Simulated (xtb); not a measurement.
aluminum atom (Al), doublet (GFN-xTB shapes and energies of metal compounds can be far from the true ones); GFN2-xTB in xtb.

xtb was given this input:
```
$ xtb coord --gfn 2 --uhf 1 --json

# file coord
$coord
      0.0000000000       0.0000000000       0.0000000000  al
$end
```

The log (banner, timings and long lists left out):

```
   ID    Z sym.   atoms
    1   13 al     1

           -------------------------------------------------
          |                Calculation Setup                |
           -------------------------------------------------

           -------------------------------------------------
          |                 G F N 2 - x T B                 |
           -------------------------------------------------

          ...................................................
          :                      SETUP                      :
          :.................................................:
          :  # basis functions                  10          :
          :  # atomic orbitals                   9          :
          :  # shells                            3          :
          :  # electrons                         3          :
          :  max. iterations                   250          :
          :  Hamiltonian                  GFN2-xTB          :
          :  restarted?                      false          :
          :  GBSA solvation                  false          :
          :  PC potential                    false          :
          :  electronic temp.          300.0000000     K    :
          :  accuracy                    1.0000000          :
          :  -> integral cutoff          0.2500000E+02      :
          :  -> integral neglect         0.1000000E-07      :
          :  -> SCF convergence          0.1000000E-05 Eh   :
          :  -> wf. convergence          0.1000000E-03 e    :
          :  Broyden damping             0.4000000          :
          :  net charge                          0          :
          :  unpaired electrons                  1          :
          ...................................................

 iter      E             dE          RMSdq      gap      omega  full diag
   1     -0.9053286 -0.905329E+00  0.711E-14    0.00       0.0  T
   2     -0.9053286  0.000000E+00  0.568E-14    0.00       0.0  T
   3     -0.9053286  0.000000E+00  0.438E-14    0.00       0.0  T

   *** convergence criteria satisfied after 3 iterations ***

         :::::::::::::::::::::::::::::::::::::::::::::::::::::
         ::                     SUMMARY                     ::
         :::::::::::::::::::::::::::::::::::::::::::::::::::::
         :: total energy              -0.905328611479 Eh    ::
         :: gradient norm              0.000000000000 Eh/a0 ::
         :: HOMO-LUMO gap              0.000000000000 eV    ::
[...]

         #    Occupation            Energy/Eh            Energy/eV
      -------------------------------------------------------------
         1        2.0000           -0.3428351              -9.3290
         2        0.3333           -0.2178443              -5.9278 (HOMO)
         3        0.3333           -0.2178443              -5.9278 (LUMO)
         4        0.3333           -0.2178443              -5.9278
         5                         -0.1118034              -3.0423
         6                         -0.1118034              -3.0423
         7                         -0.1118034              -3.0423
         8                         -0.1118034              -3.0423
         9                         -0.1118034              -3.0423
      -------------------------------------------------------------
                  HL-Gap            0.0000000 Eh            0.0000 eV
             Fermi-level           -0.2494213 Eh           -6.7871 eV

     #   Z          covCN         q      C6AA      α(0)
     1  13 al       0.000    -0.000   551.912    60.858

 Mol. C6AA /au·bohr⁶  :        551.911958
 Mol. C8AA /au·bohr⁸  :      52895.772532
 Mol. α(0) /au        :         60.858365

Wiberg/Mayer (AO) data.
largest (>0.10) Wiberg bond orders for each atom

 ---------------------------------------------------------------------------
     #   Z sym  total        # sym  WBO       # sym  WBO       # sym  WBO
 ---------------------------------------------------------------------------
     1  13 al   0.000
 ---------------------------------------------------------------------------

molecular dipole:
                 x           y           z       tot (Debye)
 q only:        0.000       0.000       0.000
   full:        0.000       0.000       0.000       0.000
molecular quadrupole (traceless):
                xx          xy          yy          xz          yz          zz
 q only:        0.000       0.000       0.000       0.000       0.000       0.000
  q+dip:        0.000       0.000       0.000       0.000       0.000       0.000
   full:        0.000       0.000       0.000       0.000       0.000       0.000

           -------------------------------------------------
          | TOTAL ENERGY               -0.905328611479 Eh   |
          | GRADIENT NORM               0.000000000000 Eh/α |
          | HOMO-LUMO GAP               0.000000000000 eV   |
           -------------------------------------------------

normal termination of xtb
```
